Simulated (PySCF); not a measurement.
Input of a run (PBE0-D3(BJ)/def2-SVP geometry optimisation, gas phase (PySCF 2.14.0)), started from a GFN2-xTB structure with every atom displaced at random (by about 0.01 Å):
```
{"job": {"xc": "PBE0", "basis": "def2-SVP", "d3": "d3bj", "grid": 1, "shake": 0.01, "kind": "geom"}, "charge": 0, "multiplicity": 1}
Si    -2.003120    -0.350120     0.322590
C     -0.712970     0.103530    -1.005860
C      0.175550     1.143360    -0.470950
N      1.317820     0.983370     0.130620
Si     2.232970    -0.373910     0.580120
H     -2.767290     0.895460     0.661000
H     -2.927270    -1.306590    -0.272390
H     -1.343530    -0.869460     1.491610
H     -1.208150     0.475910    -1.882170
H     -0.148110    -0.795000    -1.236820
H     -0.173660     2.169750    -0.563590
H      2.203400    -0.339700     2.058470
H      1.810980    -1.702140     0.129830
H      3.536230    -0.049550     0.049780
```

Output (energies in Eh, forces in Eh/bohr):
```
step   0  E = -714.65347186  max force = 0.057003
step   1  E = -714.66142570  max force = 0.011458
step   2  E = -714.66216363  max force = 0.005781
step   3  E = -714.66167542  max force = 0.009310
step   4  E = -714.66247255  max force = 0.003196
step   5  E = -714.66256426  max force = 0.001006
step   6  E = -714.66259308  max force = 0.000997
step   7  E = -714.66264921  max force = 0.000853
step   8  E = -714.66265976  max force = 0.000733
step   9  E = -714.66266969  max force = 0.000325
optimisation converged
```

**Question.** Summarise the run.

**Answer.** The energy falls by 5.8 kcal/mol over 10 energy and gradient evaluations, the largest force component goes from 0.0570 to 3.2e-04 Eh/bohr, and the atoms move by 0.073 Å rms after alignment. The bond that changes most is Si1–H8 (SiH3 silicon to Si–H hydrogen), which lengthens by 0.054 Å. Bonds longer at the end by more than 0.005 Å: 10 of 13; shorter: 3. Among the angles that change most is N4–Si5–H14, from 102.1° to 107.6°. The energy rose by more than 1e-6 Eh at step 3. The first step brought 86 % of the lowering.

**Question.** What are the final bond lengths?

**Answer.** Si1–C2 1.900 Å, C2–C3 1.497 Å, C3=N4 1.265 Å, N4–Si5 1.743 Å, Si1–H6 1.494 Å, Si1–H7 1.493 Å, Si1–H8 1.493 Å, C2–H9 1.102 Å, C2–H10 1.102 Å, C3–H11 1.110 Å, Si5–H12 1.492 Å, Si5–H13 1.505 Å, Si5–H14 1.491 Å. Numbering counts from 1 in the input's order; the species is `[SiH3]C/C=N\[SiH3]`.

The run used 123 basis functions and 67 SCF cycles in all. Hardware: Arm Neoverse V2, one thread, shared host with 96 logical CPUs at a one-minute load of 72. Cost: 57 s, 0.53 GiB resident at most.

Whether it is a minimum is left open (no frequencies). One conformer, not necessarily the lowest.

The values belong to the conformer `[SiH3:1][CH2:2]/[CH:3]=[N:4]\[SiH3:5]`: Si1–C2–C3–N4 91°.
